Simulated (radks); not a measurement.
Values are calculated unless marked as measured or tabulated.
Neutral magnesium, [Ne] 3s2. Code: a radial shooting solver on a logarithmic mesh with Libxc functionals. Model: non-relativistic Kohn-Sham, LDA (Slater exchange, Perdew-Wang correlation), spin-polarised, spherical densities, point nucleus. Every spin shell is full or empty, so the densities are truly spherical. Functionals are evaluated on that one density, not self-consistently. Rank these orbital-free kinetic functionals by their error against the exact value of the orbitals, and give that value: Thomas-Fermi, von Weizsacker, TF + vW, TF + vW/9, TF + vW/5, LC94, APBEK, revAPBEK, Perdew 92, Thakkar, Pearson, LKT, PG1, DePristo-Kress, Ernzerhof.

Answer. Exact: 198.540 hartree. From best to worst, with 100 (|E| - |E exact|)/|E exact| (equal figures are ties): LC94 +0.03, Thakkar -0.08, Ernzerhof +0.14, DePristo-Kress -0.15, APBEK +0.17, Perdew 92 -0.59, revAPBEK +0.60, TF + vW/9 -0.61, Pearson -2.01, TF + vW/5 +5.27, Thomas-Fermi -7.95, PG1 +27.67, LKT +33.91, von Weizsacker -33.93, TF + vW +58.12.
